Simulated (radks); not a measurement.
Results of a calculation; reference values are marked as such.
Question: Pr3+, 56 electrons, occupied as [Xe] 4f1 7d1 (not the ground configuration). Code: a radial shooting solver on a logarithmic mesh with Libxc functionals. Model: Dirac Kohn-Sham, PBE, spin-unpolarised, spherical densities, finite nucleus; open shells fill j = l - 1/2 first; Fermi nuclear charge, rms radius 4.8919 fm.

Spin-orbit splittings of the eigenvalues, e(l+1/2) - e(l-1/2), with zeta = 2 splitting/(2l+1) and mean radii in bohr:

shell  occ.  splitting (eV)  zeta (eV)  <r> j=l-1/2  <r> j=l+1/2
2p        6           482.1      321.4      0.08606      0.09237
3p        6           95.48      63.66       0.2618       0.2740
3d       10           20.56      8.225       0.2453       0.2492
4p        6           20.87      13.91       0.6364       0.6634
4d       10               ?          ?       0.7112       0.7206
4f        1          0.4508     0.1288       0.9297       0.9366
5p        6           3.480      2.320        1.567        1.633
7d        1         0.04787    0.01915        8.013        8.039

Estimate the 4d splitting.

Answer: 3.718 eV (zeta = 1.487 eV).
